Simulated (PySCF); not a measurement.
A calculated (CAM-B3LYP, PySCF 2.14, cc-pVDZ-X2C, scalar relativity by spin-free X2C-1e) atom or ion has these occupied shells.

| shell | electrons | orbital energy (eV) | rms radius, mean of both spins (bohr) |
| --- | --- | --- | --- |
| 1s α | 1 | -48355.2 | 0.0254 |
| 1s β | 1 | -48355.1 | 0.0254 |
| 2s α | 1 | -7971.6 | 0.103 |
| 2s β | 1 | -7971.5 | 0.103 |
| 2p α | 3 | -7114.8 | 0.0923 |
| 2p β | 3 | -7114.7 | 0.0923 |
| 3s α | 1 | -1772.9 | 0.266 |
| 3s β | 1 | -1770.5 | 0.266 |
| 3p α | 3 | -1504.0 | 0.266 |
| 3p β | 3 | -1501.6 | 0.266 |
| 3d α | 5 | -1138.3 | 0.245 |
| 3d β | 5 | -1136.2 | 0.245 |
| 4s α | 1 | -365.73 | 0.601 |
| 4s β | 1 | -359.67 | 0.601 |
| 4p α | 3 | -276.38 | 0.638 |
| 4p β | 3 | -270.15 | 0.638 |
| 4d α | 5 | -150.08 | 0.703 |
| 4d β | 5 | -143.21 | 0.703 |
| 5s α | 1 | -53.652 | 1.45 |
| 5s β | 1 | -50.699 | 1.45 |
| 5p α | 3 | -30.771 | 1.71 |
| 5p β | 3 | -28.316 | 1.71 |
| 4f α | 6 | -14.145 | 0.989 |
| 6s α | 1 | -5.491 | 4.38 |
| 5d α | 1 | -5.342 | 2.91 |
| 6s β | 1 | -5.129 | 4.38 |

Problem. Name the element and its charge.

Solution. Eu (europium, neutral), in [Xe] 4f6 5d1 6s2, one real determinant (an excited configuration).
